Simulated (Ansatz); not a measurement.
S (SMILES [S]), triplet; BLYP/6-311G** in Ansatz (an electronic-structure program).

Ansatz was given this input:
Ansatz 0.2 input:
```yaml
crystal:
  periodic: [false, false, false]
  atoms:
    - {symbol: S, position_ang: [0.00000000, 0.00000000, 0.00000000]}
basis:
  gaussian:
    orbitals: 6-311G__.json
hamiltonian:
  xc: blyp
magnetization: {spin_polarized: true, initial_magnetization: 2}
```
The basis file holds 6-311G** in the JSON format of the Basis Set Exchange.

The log (banner, timings and long lists left out):

```
Functional definition: BLYP
198 factors; their error is unknown
mean field evaluation 1: about -10833.1923 eV, gradient 5.4e0 eV
mean field evaluation 2: about -10833.2474 eV, gradient 5.1e0 eV
mean field evaluation 4: about -10833.3477 eV, gradient 8.0e-2 eV
mean field evaluation 8: about -10833.3361 eV, gradient 9.2e-4 eV
mean field evaluation 16: about -10833.3361 eV, gradient 9.2e-5 eV
mean field -10833.33609157 eV, -398.1177582664 hartree, gradient 4.8e-6 eV, S^2 2.002187; 1 other end points of the search recorded, 0 dependent functions left out
reference -10833.33628668 eV, -398.1177654365 hartree; 9, 7 occupied and 18, 20 virtual orbitals, 198 factors
Total energy: -10833.33628668 eV, -398.1177654365 hartree
```
